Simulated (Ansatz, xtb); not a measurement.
# F2GaGeH3: which of two structures lies lower

Structure X: a singlet given by its coordinates. Structure Y: `[F][GaH][GeH2][F]`, a singlet. Both are isolated molecules in the gas phase, relaxed with B3LYP/6-31G*; the shapes shown needn't be the lowest conformers.

X (Å):

```xyz
7

F     0.5267    0.3410    0.9500
F    -1.0806   -0.9017    2.4015
Ga    0.0292   -1.5492    0.9285
Ge   -0.7152    1.0558    2.3345
H    -1.8701    1.2463    1.2187
H     1.2155   -2.3547    1.5525
H    -0.9101   -1.7712   -0.3017
```

Close contacts (Å): F1–Ga3 1.95, F1–Ge4 1.99, F2–Ga3 1.95, F2–Ge4 1.99, Ga3–H6 1.56, Ga3–H7 1.56, Ge4–H5 1.62.

Y (Å):

| atom | x (Å) | y (Å) | z (Å) |
| --- | --- | --- | --- |
| F | 0.8111 | 2.0890 | -1.4010 |
| F | -0.6429 | -2.3044 | 0.3845 |
| Ga | -0.3472 | 0.7790 | -1.1311 |
| Ge | 0.6129 | -1.0869 | 0.1864 |
| H | -1.7616 | 1.0430 | -1.7753 |
| H | 1.7956 | -1.7976 | -0.5259 |
| H | 1.0422 | -0.6710 | 1.6194 |

Quicker runs give these differences E(Y) − E(X): GFN2-xTB +0.792 eV; HF/STO-3G −0.294 eV (at GFN2-xTB geometries); r2SCAN-D4/def2-SVP +0.079 eV (at GFN2-xTB geometries).

**Question.** Which of the two would you expect CCSD(T)/def2-SVP + ΔMP2/def2-TZVPP electronic energies to favour?

**Answer.** Too close to call at this level: CCSD(T)/def2-SVP + ΔMP2/def2-TZVPP gives E(Y) − E(X) = +0.023 eV.

Level by level:

```csv
level,geometry,E(Y) − E(X) (eV),departure from the last row (eV),"job, with rough time for the two"
GFN2-xTB,GFN2-xTB,+0.792,+0.769,"optimisation, 0.63 s"
HF/STO-3G,GFN2-xTB,−0.294,−0.317,"single point, 1.7 s"
r2SCAN-D4/def2-SVP,GFN2-xTB,+0.079,+0.055,"single point, 5.5 s"
B3LYP/6-31G*,B3LYP/6-31G*,+0.419,+0.396,"optimisation, 98 s"
HF/def2-SVP,B3LYP/6-31G*,+0.264,+0.240,part of the CCSD(T) run
MP2/def2-SVP,B3LYP/6-31G*,+0.222,+0.199,part of the CCSD(T) run
CCSD(T)/def2-SVP,B3LYP/6-31G*,+0.325,+0.302,single point
CCSD(T)/def2-SVP + ΔMP2/def2-TZVPP,B3LYP/6-31G*,+0.023,,"single point, 65 s"
```

The largest departure from CCSD(T)/def2-SVP + ΔMP2/def2-TZVPP is that of GFN2-xTB, 0.769 eV. The last row adds to CCSD(T) the change of the MP2 difference between the two basis sets, here −0.302 eV, a large step that makes the value less sure.

With harmonic frequencies from B3LYP/6-31G* (ideal gas, rigid rotor, one conformer each, 298.15 K, 1 atm): on the last row, ΔE + ΔZPE = +0.040 eV. A mode under 50 cm⁻¹ makes harmonic enthalpies and free energies unreliable, so none is given.

The correlated steps freeze 20 core orbitals; the filled d shell of Ga and Ge is correlated, in a basis made for valence electrons. Programs: Ansatz 0.2.0, xtb 6.7.1; the last row on 1 thread of Intel(R) Xeon(R) Processor @ 2.70GHz on a shared host.
